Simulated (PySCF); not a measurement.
## From a computed spectrum to the compound

A species of 11 atoms with charge 1 has these harmonic modes (PBE0, small Gaussian bases with core potentials, PySCF 2.14.0):

```
cm⁻¹  km/mol  symmetry
 129     5.0         a
 133     0.4         b
 155     0.1         a
 512    82.4         b
 534    19.4         a
 580    18.3         b
 625     0.0         a
 629     2.0         b
 636     4.1         a
1065    22.8         b
1069     3.3         a
1080     0.2         a
1090    21.4         b
1188   262.3         b
1216    98.5         a
1242   101.3         b
1252     1.4         a
1264     4.1         b
1265     0.2         a
2170   161.9         b
2171    13.0         a
2195    27.0         a
2198   362.2         b
2261    15.6         b
2277   158.9         a
2697    22.9         b
2698    13.2         a
```

Problem. Which species is it, and in which structure?

Solution. [La(BH4)2]+ (singlet):
```xyz
11

La    0.0000    0.0000   -0.2579
B     2.0478    0.0049    1.2009
H     2.9646    0.0316    1.9739
H     1.1128   -0.7724    1.5687
H     2.3369   -0.3343    0.0249
H     1.4556    1.1261    1.0843
B    -2.0478   -0.0047    1.2010
H    -2.9646   -0.0313    1.9739
H    -1.1128    0.7725    1.5686
H    -2.3369    0.3343    0.0249
H    -1.4556   -1.1260    1.0845
```
Ideal gas at 298.15 K and 1 bar: S = 324.2 J/(mol K), Cp = 93.7 J/(mol K), H − H(0 K) = 18.3 kJ/mol (rigid rotor, harmonic modes, spin degeneracy alone). 
 The answer isn't unique; the calculation gave this one.
